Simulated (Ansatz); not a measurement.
A nudged elastic band was laid between two geometries of C₂H₄BClO (9 atoms, charge 0, multiplicity 1).

These are results of RKS PBE-D4/6-31G in Ansatz 0.2.0, not measurements.

* movable images: 4
* climbing image: no
* spring: 5.0 eV/Å²
* optimiser: quadratic models (default)
* start path: IDPP
* force threshold: 0.03 eV/Å
* iteration limit: 60
* end points: relaxed

Initial state:

```xyz
9
Properties=species:S:1:pos:R:3
B -0.253 1.791 -0.617
O -0.177 0.700 0.243
C 0.126 -0.626 0.026
C 0.155 -1.520 1.022
Cl 0.491 -1.122 -1.704
H -0.551 2.816 -0.074
H -0.033 1.673 -1.789
H -0.066 -1.193 2.039
H 0.396 -2.565 0.837
```

Final state:

```xyz
9
Properties=species:S:1:pos:R:3
B -0.254 1.790 -0.617
O -0.178 0.699 0.243
C 0.126 -0.626 0.025
C 0.156 -1.520 1.022
Cl 0.491 -1.122 -1.704
H -0.551 2.816 -0.075
H -0.032 1.671 -1.788
H 0.397 -2.564 0.839
H -0.067 -1.190 2.038
```

Problem. Which bonds break or form, and what moves?

Solution. No bond is made or broken. The dihedral Cl5–C3–C4–H9 goes from 0 to -180°. The two ends are copies of one structure, up to a mirror image or an exchange of like atoms.

Problem. Give the energies along the band, and the barrier.

Solution. The forces met the threshold. The highest image is number 3 of 0 to 5, 2.07 eV above the ends, which have the same energy within 2 meV. Neighbouring images differ by up to 1.6 eV, so the band resolves the path poorly. No image climbed, so the highest image needn't sit at the top of the path. Limits of this set-up: no polarisation functions.

| image | path coordinate (Å) | energy (eV) | dihedral Cl5–C3–C4–H9 (°) |
| --- | --- | --- | --- |
| 0 | 0.00 | 0.00 | 0 |
| 1 | 0.77 | 0.46 | -30 |
| 2 | 1.54 | 2.06 | -68 |
| 3 | 2.31 | 2.07 | -107 |
| 4 | 3.09 | 0.47 | -150 |
| 5 | 3.86 | 0.00 | -180 |

Problem. What is the geometry of the highest image?

Solution. 
```xyz
9
Properties=species:S:1:pos:R:3
B -0.581 1.664 -0.824
O -0.544 0.558 0.051
C 0.264 -0.531 0.140
C 0.250 -1.462 1.137
Cl 1.415 -0.721 -1.342
H -1.309 2.535 -0.448
H 0.073 1.683 -1.825
H 1.082 -1.603 1.817
H -0.562 -2.170 1.278
```

The band took 7 iterations and of the order of 60 core-seconds.

Run time: 64 s on 1 CPU thread of a shared host.
